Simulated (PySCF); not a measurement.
**A small calculation by hand: oscillator strength and radiative lifetime**

BiH2Br, SMILES [BiH2][Br].

Geometry: B3LYP-D3(BJ)/def2-TZVP. The def2 effective core potentials stand for the cores of Bi; spin–orbit coupling is left out.

TDA-ωB97X/def2-SVPD (PySCF) puts the first singlet state with f over 0.02 at 4.39 eV (vertical), with the transition dipole (0.460, -0.237, 0.000) in atomic units.

Task: Find the oscillator strength, the wavelength and the radiative lifetime that this transition would have in vacuum if emission retraced absorption.

Result: 
|μ|² = 0.2678 au, so |μ| = 1.32 D. ΔE = 4.39/27.211 = 0.1613 hartree. f = (2/3) ΔE |μ|² = 0.029 (the program prints 0.029).
λ = 1239.84/4.39 = 282 nm; ν = 35408 cm⁻¹.
Einstein's coefficient A = 0.6670 ν² f s⁻¹ (ν in cm⁻¹) = 2.4e7 s⁻¹, so τ = 1/A = 42 ns. This state is S1. The figure is the radiative limit of this one transition; relaxation, internal conversion, crossing to triplets and a medium change what is measured.
